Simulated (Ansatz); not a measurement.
`O[SiH]1N[As]1O` → As• + 4 H• + N• + 2 O• + Si•  (atomization)

Computed with Ansatz on PBE0-D4/def2-TZVP structures; ΔE is electronic, products minus reactants. CBS: MP2 limit from def2 TZ/QZ plus the TZ coupled-cluster correction, frozen cores. This one scheme is used for every species, atoms too. For atomizations the MP2-based limit and the directly extrapolated one differ by several kJ/mol either way, and by 10 to 25 for some Ge, Se and Sn compounds, so smaller differences from it don't rank the levels. DFT in def2-TZVPP. Open shells (•) are unrestricted, without spin–orbit coupling. Spin–orbit coupling would lower the free atoms: a little for O, Si. For As outer-core shells are correlated without core-valence functions, so the limit isn't a true one: a few kJ/mol of doubt a bond, and 10 to 20 or more in all where bonds break to atoms. Scalar relativity is left out up to krypton. Each species was taken in one conformer, which may not be the lowest.

```tsv
level	ΔE (kJ/mol)	difference from CCSD(T)/CBS
LDA (SPW92)	3686.2	575.5
BHLYP-D4	2940.1	-170.6
CAM-B3LYP-D4	3114.3	3.6
PBE	3169.8	59.1
revPBE	3021.4	-89.3
BLYP	3091.8	-18.9
r2SCANh	3056.1	-54.6
CAM-B3LYP	3094.0	-16.7
HF/def2-QZVPP	1914.7	-1196.0
SCS-MP2/def2-QZVPP	3136.1	25.4
CCSD(T)/CBS	3110.7	0
```

Largest T1 diagnostic among the species: 0.014.

The D4 term adds +38.4 kJ/mol with B3LYP and +19.8 kJ/mol with PBE0; it sums over pairs of atoms, weighted by their polarisabilities, and B3LYP, whose exchange is more repulsive, gets the larger term. From r2SCAN to r2SCAN0 (25 % exact exchange), in def2-TZVPP and without D4, ΔE moves by −103.2 kJ/mol: exact exchange takes away binding that semilocal exchange gives to molecules. At CCSD(T), def2-SVP lies −370.6 kJ/mol from the extrapolated value and def2-TZVPP −127.8 kJ/mol: correlation converges slowly with the basis, and small sets miss more of it in the bonded molecule than in its fragments.

B3LYP here is the variant with VWN-RPA as its local correlation; programs differ in this.
